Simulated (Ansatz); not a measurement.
One change: `COB(C)N` becomes `CB(N)P`.

Ansatz, PBE0-D4/def2-TZVP geometries, multiplicity 1. Each molecule was computed in one conformer, which needn't be the lowest.

```csv
property,`COB(C)N`
LUMO energy (PBE/def2-TZVPP) / eV,0.18
LUMO energy (B3LYP/def2-TZVPP) / eV,0.61
size of the dipole moment (B3LYP/def2-TZVPP) / D,0.55
HOMO energy (PBE0/def2-TZVPP) / eV,-7.29
HOMO–LUMO gap (PBE/def2-TZVPP) / eV,6.03
LUMO energy (ωB97M-V/def2-TZVPP) / eV,2.20
```

Problem. Give the same properties after the change, and the shifts. (Estimate.)

Solution. Computed: 
```
                                        property  `CB(N)P`  shift
               LUMO energy (PBE/def2-TZVPP) / eV     -0.60  -0.78
             LUMO energy (B3LYP/def2-TZVPP) / eV      0.08  -0.53
size of the dipole moment (B3LYP/def2-TZVPP) / D      2.26   1.71
              HOMO energy (PBE0/def2-TZVPP) / eV     -6.89   0.40
             HOMO–LUMO gap (PBE/def2-TZVPP) / eV      5.15  -0.88
           LUMO energy (ωB97M-V/def2-TZVPP) / eV      1.89  -0.31
```

With PBE0 the HOMO rises by 0.40 eV and the LUMO falls by 0.61 eV, so the gap narrows by about 1.01 eV. PBE moves the HOMO by 0.08 eV and ωB97M-V by 0.64 eV. Dipoles are sizes alone; their direction can turn.

B3LYP here is the variant with VWN-RPA as its local correlation; programs differ in this.
